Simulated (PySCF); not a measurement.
Cartesian coordinates (Å):
```xyz
3

Zn     0.0000     0.0000     0.0000
H     -1.5048    -0.3654     0.0454
H      1.5048     0.3654    -0.0454
```
Charge 0, spin multiplicity 1.

Predict the LUMO, HOMO–LUMO gap, charge on the central atom (Mulliken), charge on the central atom (meta-Löwdin) and dipole moment from TPSSh-D3(BJ)/def2-TZVP // BP86-D3(BJ)/def2-SVP in PySCF.


```
Item                                        Result
----------------------------------------  --------
LUMO                                      -0.94 eV
HOMO–LUMO gap                              6.56 eV
charge on the central atom (Mulliken)       0.11 e
charge on the central atom (meta-Löwdin)    0.88 e
dipole moment                               0.00 D
```
